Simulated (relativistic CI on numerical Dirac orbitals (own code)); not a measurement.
# Radial parameters of La XXXIII

These numbers are calculated, not measured: Dirac-Coulomb-Breit CI, KLI orbitals optimised for each configuration, model QED (radiative potential, 1s self-energy scaled to tabulated hydrogen-like ionisation energies), unscaled Slater integrals (own radial code, finite nucleus).

Slater integrals F^k, G^k are unscaled and averaged over j, outside the closed core [Ne]; ζ comes from projecting the Hamiltonian with its Breit term on Σ l·s of the shell.

- 3s²3p⁶3d⁷: F^2(3d,3d) = 417340, F^4(3d,3d) = 268740, ζ(3d) = 60872 cm⁻¹; <r>(3d) = 0.2431, <r^2>(3d) = 0.06887 (bohr units).
- 3s²3p⁵3d⁸: ζ(3p) = 473320, F^2(3d,3d) = 416470, F^4(3d,3d) = 268150, F^2(3p,3d) = 367740, G^1(3p,3d) = 401520, G^3(3p,3d) = 265040, ζ(3d) = 60182 cm⁻¹; <r>(3p) = 0.2698, <r^2>(3p) = 0.08413, <r>(3d) = 0.2435, <r^2>(3d) = 0.06913 (bohr units).
- 3s²3p⁴3d⁹: F^2(3p,3p) = 366640, ζ(3p) = 472940, F^2(3p,3d) = 367310, G^1(3p,3d) = 401460, G^3(3p,3d) = 264870, ζ(3d) = 59498 cm⁻¹; <r>(3p) = 0.2701, <r^2>(3p) = 0.08432, <r>(3d) = 0.244, <r^2>(3d) = 0.0694 (bohr units).

(1) Give the Racah parameters of the d shell in 3s²3p⁶3d⁷.

Averages of the first 10 configurations, taken without configuration mixing, which lowers the lowest level and can move excited configurations by several eV; other configurations of the list can lie among them:

| Configuration | Parity | States | Average energy above the lowest level (eV) |
| --- | --- | --- | --- |
| 3s²3p⁶3d⁷ | even | 120 | 32.2 |
| 3s²3p⁵3d⁸ | odd | 270 | 321.7 |
| 3s²3p⁴3d⁹ | even | 150 | 617.0 |
| 3s3p⁶3d⁸ | even | 90 | 535.2 |
| 3p⁶3d⁹ | even | 10 | 1045.8 |
| 3s3p⁵3d⁹ | odd | 120 | 823.4 |
| 3s²3p⁶3d⁶4s | even | 420 | 862.3 |
| 3s²3p⁶3d⁶4p | odd | 1260 | 940.5 |
| 3s²3p⁶3d⁶4d | even | 2100 | 1045.8 |
| 3s²3p⁴3d⁸4s | even | 1350 | 1434.0 |

## Answers

(1) B = F²/49 − 5F⁴/441 = 5470 cm⁻¹ and C = 35F⁴/441 = 21328 cm⁻¹.
